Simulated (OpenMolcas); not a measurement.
Computed levels of 2s² 2p in ions with 5 electrons, in cm-1 above ²P°_1/2.

| Property | Result |
| --- | --- |
| Program | OpenMolcas 26.06 |
| Method | SS-CASPT2, IPEA 0.25 Eh, imaginary shift 0.1 Eh |
| Basis | ANO-RCC-VQZP |
| Scalar Hamiltonian | DKH2, point nucleus |
| Spin-orbit coupling | state interaction with AMFI integrals over the reference wave functions, term energies averaged over their components |

Active space for each ion: 3 electrons in 4 orbitals (2s 2p); closed shells correlated by CASPT2: 1s.

| Level | B | N2+ | O3+ | F4+ | Ne5+ |
| --- | --- | --- | --- | --- | --- |
| ²P°_3/2 | 14.5 | 159 | 353 | 688 | 1213 |

Estimate ²P°_3/2 for C+ from its neighbours B and N2+.

²P°_3/2 is fine structure, which grows about as the fourth power of a screened charge, so the fourth roots are averaged: ((14.5^0.25 + 159^0.25) / 2)^4 = 57. The calculation gives 57.9, so the estimate is off by -1.6 %; the measured value is 63.4 (NIST Handbook of Basic Atomic Spectroscopic Data).

Measured partners are found by configuration, term and J. A level has none where our copy of the source lacks it or the pairing is in doubt (some pairs that miss far off the trend of their configuration count as doubtful), and it then counts in no deviation. Only configurations of the active space appear.

° marks odd parity.
